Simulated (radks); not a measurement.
Q: Spherical quantum dot in the effective-mass picture: electrons in a parabolic well V = omega^2 r^2 / 2 with omega = 0.156, all in effective atomic units (hartree* = m*/eps^2 hartree, bohr* = eps/m* bohr), one dielectric constant everywhere. Calculated with a radial shooting solver with Libxc functionals: non-relativistic Kohn-Sham, LDA (Slater exchange, Perdew-Wang correlation), spin-polarised, spherical densities. Levels are named by radial order and angular momentum (1s, 1p, 1d, 2s, ...), and open shells are averaged over m. Results are scaled to m* = 0.045 and eps = 7.1, for which hartree* = 24.29 meV and bohr* = 8.349 nm. At N = 38 the configuration is 1s2 1p6 1d10 2s2 1f14 2p(up 3, down 1). Does electron 39 go into 1g up or 1g down or 2p down?

A: Into 2p down. The total energies of the other choices lie higher by 0.0960 meV (1g up), 0.134 meV (1g down).
